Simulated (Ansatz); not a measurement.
Calculated with Ansatz (gas phase, PBE0-D4/def2-TZVP geometries, no zero-point term in ΔE). CCSD(T)/CBS is the MP2 limit (def2-TZVPP, def2-QZVPP) plus CCSD(T) − MP2 in def2-TZVPP, frozen cores. This one scheme is used for every species. DFT in def2-TZVPP. Triplets are unrestricted, without spin–orbit coupling. Each species was taken in one conformer, which may not be the lowest.

Reaction (formal loss of a carbene): `CB[SiH2]SC` → `[CH2]` (triplet) + `CB[SiH2]S`

CCSD(T)/CBS gives +4.39 eV.

Another level gave +4.25 eV. Which?
A. CCSD(T)/def2-TZVPP
B. r2SCANh-D4/def2-TZVPP
C. HF/def2-TZVPP
D. PBE/def2-TZVPP

A. CCSD(T)/def2-TZVPP 4.25, HF/def2-TZVPP 2.83, PBE 4.41, r2SCANh-D4 4.14 eV.

What do rigid-rotor, harmonic-oscillator terms from PBE0-D4/def2-TZVP frequencies (298.15 K, 1 bar) make of the CCSD(T)/CBS value? (Estimate.)

Computed: ΔZPE = -0.34 eV, ΔH = +4.11 eV, ΔS = 155 J/(mol·K), ΔG = +3.63 eV. Open shells count their whole term as degenerate. Modes under 50 cm⁻¹ make the entropy rough.

Largest T1 diagnostic among the species: 0.011.

From BLYP to BHLYP (50 % exact exchange), in def2-TZVPP and without D4, ΔE moves by −0.09 eV. The D4 term adds +0.11 eV with B3LYP and +0.06 eV with PBE0; it sums over pairs of atoms, weighted by their polarisabilities, and B3LYP, whose exchange is more repulsive, gets the larger term. At CCSD(T), def2-SVP lies −0.28 eV from the extrapolated value and def2-TZVPP −0.14 eV.

B3LYP here is the variant with VWN-RPA as its local correlation; programs differ in this.
